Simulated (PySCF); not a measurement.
SeH: energy against distance

Set-up: H aug-pcseg-1, Se aug-pcseg-1; no relativity (PySCF 2.14). Energies in eV from H + Se in their ground configurations at the same level. State: ²Π (doublet), unpaired electrons π ↑.

```json
{"R (Å)": "1.270", "UHF-SCS-MP2": "-2.456", "BLYP": "-2.658", "UHF-CCSD": ""}
{"R (Å)": "1.329", "UHF-SCS-MP2": "-2.797", "BLYP": "-3.028", "UHF-CCSD": "-2.812"}
{"R (Å)": "1.388", "UHF-SCS-MP2": "-2.989", "BLYP": "-3.250", "UHF-CCSD": "-3.007"}
{"R (Å)": "1.433", "UHF-SCS-MP2": "-3.056", "BLYP": "-3.341", "UHF-CCSD": "-3.078"}
{"R (Å)": "1.477", "UHF-SCS-MP2": "-3.072", "BLYP": "-3.381", "UHF-CCSD": "-3.098"}
{"R (Å)": "1.521", "UHF-SCS-MP2": "-3.045", "BLYP": "-3.379", "UHF-CCSD": "-3.077"}
{"R (Å)": "1.580", "UHF-SCS-MP2": "-2.957", "BLYP": "-3.324", "UHF-CCSD": "-2.998"}
{"R (Å)": "1.654", "UHF-SCS-MP2": "-2.786", "BLYP": "-3.195", "UHF-CCSD": "-2.840"}
{"R (Å)": "1.743", "UHF-SCS-MP2": "-2.516", "BLYP": "-2.978", "UHF-CCSD": "-2.593"}
{"R (Å)": "1.861", "UHF-SCS-MP2": "-2.039", "BLYP": "-2.632", "UHF-CCSD": ""}
```

Problem. Put a parabola through the three lowest points of the UHF-SCS-MP2 curve and estimate Re, k and ωe (reduced mass 0.9953 u; 1 eV/Å² = 0.16022 mdyn/Å; ωe = 1302.8·√(k/μ) cm⁻¹).

Solution. Through R = 1.433, 1.477, 1.521 Å the second-order coefficient is 11.1 eV/Å², so Re ≈ 1.471 Å, k ≈ 3.56 mdyn/Å and ωe ≈ 2463 cm⁻¹. A polynomial fit of higher order to the unrounded UHF-SCS-MP2 energies gives Re = 1.470 Å, k = 3.56 mdyn/Å, ωe = 2462 cm⁻¹; anharmonicity and rounding make the difference.

The higher-order fit for each curve: UHF-SCS-MP2: Re = 1.470 Å, ωe = 2462 cm⁻¹, De = 3.07 eV; BLYP: Re = 1.496 Å, ωe = 2302 cm⁻¹, De = 3.38 eV; UHF-CCSD: Re = 1.475 Å, ωe = 2410 cm⁻¹, De = 3.10 eV.

Correlated steps freeze 9 core orbitals. Correlated levels converge slowly with the basis: in double zeta they bind strong bonds too weakly, by up to about 1 eV, and carry superposition errors of some tenths. Spin–orbit coupling is left out. The state was picked by a PBE0 search and need not be the measured ground state.
